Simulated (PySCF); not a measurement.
Species: (HAlS)3 ring, Al3H3S3.
Z-matrix (Å and degrees, PBE0-D3(BJ)/def2-SVP geometry), rows numbered from 1:
```
Al
H   1  1.5748
S   1  2.1821  2  115.66
Al  3  2.1802  1  112.05  2  -179.73
H   4  1.5743  3  116.23  1  -176.81
S   4  2.1799  3  127.66  1     3.97
Al  6  2.1838  4  112.02  3    -3.70
H   7  1.5740  6  115.90  4   179.18
S   7  2.1819  6  128.40  4    -1.46
```

The closed-shell ground state was solved at several levels (PySCF, density fitting, gas phase, non-relativistic).

| level | basis functions | total energy (Eh) | HOMO (eV) | LUMO (eV) | gap (eV) | dipole (D) |
| --- | --- | --- | --- | --- | --- | --- |
| PBE0/pcSseg-1 (pcSseg-2 on Al) | 216 | -1923.1661 | -8.23 | -1.71 | 6.52 | 0.02 |
| CAM-B3LYP/def2-SVPD | 177 | -1923.3830 | -9.37 | -0.70 | 8.67 | 0.02 |
| B3LYP/pcSseg-1 (pcSseg-2 on Al) | 216 | -1924.0464 | -7.93 | -1.83 | 6.10 | 0.02 |

**Question.** Estimate the row for PBE/pcSseg-1 (pcSseg-2 on Al), a basis of 216 functions; the other rows only guide the guess.

**Answer.** Total energy -1923.0065 Eh, HOMO -7.09 eV, LUMO -2.43 eV, gap 4.66 eV, dipole 0.02 D.

**Question.** Over all these levels, which gives the widest orbital gap and which the narrowest?

**Answer.** CAM-B3LYP/def2-SVPD (range-separated hybrid) has the widest, 8.67 eV, and PBE/pcSseg-1 (pcSseg-2 on Al) (GGA) the narrowest, 4.66 eV. Functional and basis both differ between the two, so the spread mixes both effects.

**Question.** In the pcSseg-1 (pcSseg-2 on Al) basis, how does the gap go with the fixed share of exact exchange?

**Answer.** PBE (0 %) 4.66 eV; B3LYP (20 %) 6.10 eV; PBE0 (25 %) 6.52 eV. Each rise in the share widens the gap here.

**Question.** How far do the dipole and the HOMO energy spread over the levels?

**Answer.** The dipole runs from 0.02 to 0.02 D (mean 0.02 D) and the HOMO from -9.37 to -7.09 eV.

One conformer stands for the species.
